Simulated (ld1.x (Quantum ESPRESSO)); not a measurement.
## silver (Ag): excitation energies, all-electron against PAW

```json
{
 "Element": "silver (Ag)",
 "Generator": "ld1.x (Quantum ESPRESSO) 7.5",
 "Type": "PAW",
 "Functional": "revPBE",
 "Relativity": "scalar-relativistic",
 "Frozen core": "[Ar] 3d10",
 "Valence charge": "19",
 "Reference configuration": "4s2 4p6 4d10 5s0 5p0 (charge +1)",
 "Partial waves": "4s (bound): rcut 1.25, rcutus 1.55 bohr; 5s (bound, empty): rcut 1.25, rcutus 1.55 bohr; 4p (bound): rcut 1.60, rcutus 2.15 bohr; 5p (bound, empty): rcut 1.60, rcutus 2.15 bohr; 4d (bound): rcut 1.55, rcutus 1.75 bohr; 4d channel at -0.55 Ry: rcut 1.55, rcutus 1.75 bohr",
 "Local potential": "all-electron potential smoothed inside 2.10 bohr (lloc = -2)",
 "Core correction": "Bessel-smoothed model core, default radius (core density twice the valence density)",
 "Augmentation charge": "BESSEL, radius 1.35 bohr"
}
```

Energies are relative to the spin-unpolarised reference configuration 4s2 4p6 4d10 5s0 5p0; without spin polarisation the order of configurations can differ from experiment. The frozen-core shift is the all-electron ΔE with the core orbitals held at their reference shape minus the fully relaxed ΔE.

```
 valence configuration  charge  ΔE all-electron (eV)  error AE − PS (meV)  frozen-core shift (meV)
  4s2 4p6 4d10 5s1 5p0       0                -7.618                 +1.6                     -2.0
   4s2 4p6 4d9 5s1 5p1       0                 0.984                -2613                     -5.4
  4s2 4p6 4d10 5s0 5p1       0                -3.800                -2003                     -1.0
4s2 4p6 4d10 5s0.5 5p0    +0.5                -4.667                 +1.0                     -1.1
   4s2 4p6 4d7 5s0 5p0      +4               109.781                  -67                     +0.2
```

Task: What are ΔE and the potential's error for 4s2 4p6 4d9 5s0 5p0?

Result: ΔE = 22.024 eV all-electron; the error (AE − PS) is -2.8 meV.

Task: What are ΔE and the potential's error for 4s2 4p6 4d8 5s0 5p0?

Result: ΔE = 58.136 eV all-electron; the error (AE − PS) is -18 meV.

Levels in the configuration 4s2 4p6 4d9 5s1 5p1:

```csv
level,all-electron (eV),pseudo (eV)
4s,-101.057,-104.833
4p,-64.419,-68.196
4d,-12.507,-16.255
5s,-6.661,-9.763
5p,-2.016,-1.065
```

These tests converged, but a pseudo level misses the all-electron one widely, so the file describes the atom poorly there or has found another state: 4s2 4p6 4d9 5s1 5p1: 4d by 3.7 eV (a node warning on the way); 4s2 4p6 4d10 5s0 5p1: 4d by 3.3 eV. A variational frozen-core shift is positive and of second order in the change. This column holds negative values, so the frozen-core run of ld1.x carries numerical noise or an error of first order here, and the column gives no more than the rough size of the effect.
